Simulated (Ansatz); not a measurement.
This Ansatz (a quantum-chemistry and plane-wave program) input (CCSD(T)/pcseg-2) gives -364.71886 Eh with 78 basis functions. A basis named .json is the Basis Set Exchange file of that set (core-valence sets with the plain set on hydrogen).

Ansatz 0.2 input:
```yaml
crystal:
  periodic: [false, false, false]
  atoms:
    - {symbol: Si, position_ang: [-0.01469801, -0.50408292, -0.01115471]}
    - {symbol: O, position_ang: [-0.14847962, 1.01906834, 0.01640263]}
    - {symbol: H, position_ang: [1.39360918, -1.09538579, 0.02494486]}
basis:
  gaussian:
    orbitals: pcseg-2
magnetization: {spin_polarized: true, initial_magnetization: 1}
correlation: {method: ccsd_t, electrons: outside_noble_gas}
```

Change:
```diff
- orbitals: pcseg-2
+ orbitals: pcseg-1.json
```

Problem. What does the run give now?

Solution. -364.56191 Eh (CCSD(T)/pcseg-1, 37 functions), a change of +156.95 mEh.
